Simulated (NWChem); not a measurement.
The numbers come from NWChem runs, not from measurements. System: dimethyl telluride (C2H6Te), charge 0, spin multiplicity 1, at a geometry optimised with PBE/def2-SVP with def2 effective core potentials on Te. Level: RHF/def2-TZVP with def2 effective core potentials on Te.

The NWChem input:

```
start mol
memory heap 200 mb stack 900 mb global 1100 mb
geometry units angstroms nocenter noautoz
  C     -1.595097     0.000000    -1.080091
  Te     0.000000     0.000000     0.400622
  C      1.595097     0.000000    -1.080091
  H     -1.529712    -0.909867    -1.704715
  H     -2.552823     0.000000    -0.526197
  H     -1.529712     0.909867    -1.704715
  H      1.529712    -0.909867    -1.704715
  H      2.552823     0.000000    -0.526197
  H      1.529712     0.909867    -1.704715
  symmetry group C2v
end
basis spherical
  * library def2-tzvp
end
ecp
  Te library def2-ecp
end
scf
  rhf
  nopen 0
  maxiter 100
  thresh 1e-7
  semidirect memsize 60000000 filesize 0
end
task scf energy
```

NWChem printed:

```
             Northwest Computational Chemistry Package (NWChem) 7.3.0
             --------------------------------------------------------

                                NWChem Input Module
                                -------------------

 Scaling coordinates for geometry "geometry" by  1.889725989
 (inverse scale =  0.529177249)

 Turning off AUTOSYM since
 SYMMETRY directive was detected!

                             Geometry "geometry" -> ""
                             -------------------------

 Output coordinates in angstroms (scale by  1.889725989 to convert to a.u.)

  No.       Tag          Charge          X              Y              Z
 ---- ---------------- ---------- -------------- -------------- --------------
    1 C                    6.0000    -1.59509700     0.00000000    -1.08009100
    2 Te                  52.0000     0.00000000     0.00000000     0.40062200
    3 C                    6.0000     1.59509700     0.00000000    -1.08009100
    4 H                    1.0000    -1.52971200    -0.90986700    -1.70471500
    5 H                    1.0000    -2.55282300     0.00000000    -0.52619700
    6 H                    1.0000    -1.52971200     0.90986700    -1.70471500
    7 H                    1.0000     1.52971200    -0.90986700    -1.70471500
    8 H                    1.0000     2.55282300     0.00000000    -0.52619700
    9 H                    1.0000     1.52971200     0.90986700    -1.70471500

 Effective nuclear repulsion energy (a.u.)     243.4445916606

            Nuclear Dipole moment (a.u.)
            ----------------------------
        X                 Y               Z
 ---------------- ---------------- ----------------
     0.0000000000     0.0000000000    -0.0000037795

      Symmetry information
      --------------------

 Group name             C2v
 Group number             16
 Group order               4
 No. of unique centers     4

      Symmetry unique atoms

     1    2    4    5


 Summary of "ao basis" -> "" (spherical)
 ------------------------------------------------------------------------------
       Tag                 Description            Shells   Functions and Types
[...]
 Vector   22  Occ=0.000000D+00  E= 8.780513D-02  Symmetry=b1
              MO Center=  2.0D-15, -2.1D-16,  3.6D-01, r^2= 7.0D+00
   Bfn.  Coefficient  Atom+Function         Bfn.  Coefficient  Atom+Function
  ----- ------------  ---------------      ----- ------------  ---------------
     5      2.025625  1 C  s                 86     -2.025625  3 C  s
    50      1.374177  2 Te px               121     -0.464308  5 H  s
   139      0.464308  8 H  s                115     -0.444826  4 H  s
   127     -0.444826  6 H  s                133      0.444826  7 H  s
   145      0.444826  9 H  s                 47      0.426535  2 Te px

 Vector   23  Occ=0.000000D+00  E= 1.218946D-01  Symmetry=a1
              MO Center= -4.9D-15, -1.3D-17, -6.4D-01, r^2= 8.9D+00
   Bfn.  Coefficient  Atom+Function         Bfn.  Coefficient  Atom+Function
  ----- ------------  ---------------      ----- ------------  ---------------
     5      2.716772  1 C  s                 86      2.716772  3 C  s
    37     -1.607708  2 Te s                 52      1.035677  2 Te pz
   115     -0.964143  4 H  s                127     -0.964143  6 H  s
   133     -0.964143  7 H  s                145     -0.964143  9 H  s
   121     -0.694866  5 H  s                139     -0.694866  8 H  s

 Vector   24  Occ=0.000000D+00  E= 1.441370D-01  Symmetry=a1
              MO Center= -7.1D-15,  3.2D-16,  4.1D-02, r^2= 9.3D+00
   Bfn.  Coefficient  Atom+Function         Bfn.  Coefficient  Atom+Function
  ----- ------------  ---------------      ----- ------------  ---------------
     5      1.886464  1 C  s                 86      1.886464  3 C  s
    52     -1.218555  2 Te pz               121     -1.215273  5 H  s
   139     -1.215273  8 H  s                115     -1.067929  4 H  s
   127     -1.067929  6 H  s                133     -1.067929  7 H  s
   145     -1.067929  9 H  s                 37      0.909531  2 Te s

 center of mass
 --------------
 x =   0.00000000 y =   0.00000000 z =   0.21488218

 moments of inertia (a.u.)
 ------------------
         222.800397854312           0.000000000000          -0.000000000000
           0.000000000000         509.541866014333           0.000000000000
          -0.000000000000           0.000000000000         310.577206733226

  Mulliken analysis of the total density
  --------------------------------------

    Atom       Charge   Shell Charges
 -----------   ------   -------------------------------------------------------
    1 C    6     6.46   0.85  1.12  0.47  0.74  0.06  1.19  1.50  0.46  0.01  0.05  0.00
    2 Te  24    23.87   0.28 -0.83  1.55  1.00  1.04  0.81 -0.51  6.47  1.09  2.12  0.73  9.09  0.91  0.11  0.03  0.00
    3 C    6     6.46   0.85  1.12  0.47  0.74  0.06  1.19  1.50  0.46  0.01  0.05  0.00
    4 H    1     0.87   0.26  0.48  0.11  0.02
    5 H    1     0.87   0.26  0.48  0.11  0.02
    6 H    1     0.87   0.26  0.48  0.11  0.02
    7 H    1     0.87   0.26  0.48  0.11  0.02
    8 H    1     0.87   0.26  0.48  0.11  0.02
    9 H    1     0.87   0.26  0.48  0.11  0.02

       Multipole analysis of the density wrt the origin
       ------------------------------------------------

     L   x y z        total         open         nuclear
     -   - - -        -----         ----         -------
     0   0 0 0     -0.000000      0.000000     42.000000

     1   1 0 0     -0.000000      0.000000      0.000000
     1   0 1 0      0.000000      0.000000      0.000000
     1   0 0 1     -0.550429      0.000000    -21.197846

     2   2 0 0    -28.129251      0.000000    189.001789
     2   1 1 0      0.000000      0.000000      0.000000
     2   1 0 1      0.000000      0.000000     -0.000000
     2   0 2 0    -32.755338      0.000000     11.825336
     2   0 1 1     -0.000000      0.000000      0.000000
     2   0 0 2    -30.318130      0.000000    107.235812

 Task  times  cpu:        5.1s     wall:        5.1s

 Total times  cpu:        5.2s     wall:        5.2s
```
